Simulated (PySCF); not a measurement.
**Dipole response of Ni²⁺ (nickel, charge +2)**

[Ar] 3d8, high-spin 3F determinant. All numbers are calculated (PySCF 2.14, no relativity, point nucleus, in aug-cc-pVDZ (7s6p4d2f, 59 functions)). Coupled (time-dependent) response in atomic units; α is the mean over directions. A double-zeta set is small for polarisabilities.

```
method  mean α (bohr³)  C₆ (like pair)  S(−4)
   UHF           2.574           7.088  2.696
   PBE           3.256           8.946  6.035
  PBE0           3.013           8.294  4.617
   M06           3.143           8.694  5.206
```

S(−4) is the Cauchy moment in α(ω) = α(0) + S(−4) ω² + …

α(iu) at UHF:

| u (hartree) | α(iu) (bohr³) |
| --- | --- |
| 0 | 2.574 |
| 0.0500 | 2.567 |
| 0.100 | 2.548 |
| 0.200 | 2.474 |
| 0.300 | 2.368 |
| 0.500 | 2.119 |
| 0.750 | 1.823 |
| 1.00 | 1.578 |
| 1.50 | 1.211 |
| 2.00 | 0.9523 |
| 3.00 | 0.6289 |
| 5.00 | 0.3325 |

A single London oscillator, α(iu) = α/(1 + u²/ω²), gives C₆ = (3/4) ω α². Matching the computed C₆ needs ω = 4 × 7.088 / (3 × 2.574²) = 1.43 hartree.

For an ion, C₆ is the dispersion term alone; charge-induced terms of lower order in 1/R come first.
